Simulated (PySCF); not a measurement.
Computed properties of C₃H₈N₂Si, SMILES N[C@@H]1CN=C1[SiH3]

C₃H₈N₂Si, SMILES N[C@@H]1CN=C1[SiH3]. The structure is a stationary point at PBE0-D3(BJ)/def2-SVP. The structure was generated by enumeration; whether it is a known compound was not checked. The values are those of a single conformer. All values are computed for the isolated molecule unless a solvent is named; none is compared with measurement here.

**Structure.** All 36 harmonic modes at PBE0-D3(BJ)/def2-SVP (PySCF) are real, so it is a minimum. With heavy atoms numbered as in [NH2:1][C@@H:2]1[CH2:3][N:4]=[C:5]1[SiH3:6], the shortest bond between them is N4–C5 at 1.292 Å and the longest C5–Si6 at 1.887 Å.

**Vibrations.** The strongest infrared lines (harmonic, unscaled, degenerate partners summed) lie at 901 cm⁻¹ (244 km/mol, H 89 %, Si 8 %), 781 cm⁻¹ (103 km/mol, N 41 %, H 40 %, C 18 %), 2223 cm⁻¹ (89 km/mol, H 97 %). The softest mode is at 60 cm⁻¹ and the zero-point energy is 67.7 kcal/mol.

**Electronic structure.** CAM-B3LYP/def2-TZVP (PySCF) places the frontier levels at -8.23 and 0.28 eV, a gap of 8.51 eV, and gives a dipole moment of 2.08 D and a mean polarisability of 74.9 bohr³. PBE/def2-TZVP (PySCF) at the same geometry gives -5.43 and -1.93 eV, so its gap is 5.01 eV narrower. An orbital gap is neither the optical nor the fundamental gap.

**Excitations.** TDDFT-PBE0/def2-SVPD (PySCF) has S1 at 4.29 eV (289 nm, f = 0.002, dark); the most intense of the 10 singlets computed lies at 7.17 eV (f = 0.12). T1 (TDA) is at 3.57 eV. TDDFT-PBE/def2-SVPD (PySCF) puts S1 at 3.73 eV. No vertical singlet excitation falls in the visible range (under 3.1 eV).

**NMR.** GIAO shifts at B3LYP/pcSseg-1 (PySCF) (non-relativistic, atoms alike by connectivity averaged): ¹³C from 67.0 to 218.3 ppm against TMS; ¹H from 1.0 to 4.5 ppm against TMS; ²⁹Si at -89.7 ppm against TMS.

**Solvation.** SMD-B3LYP/def2-SVP (PySCF) gives -8.4 kcal/mol in water, -5.6 kcal/mol in N,N-dimethylformamide, -5.0 kcal/mol in tetrahydrofuran (1 M in both phases, gas-phase geometry); of these solvents water holds the molecule best.
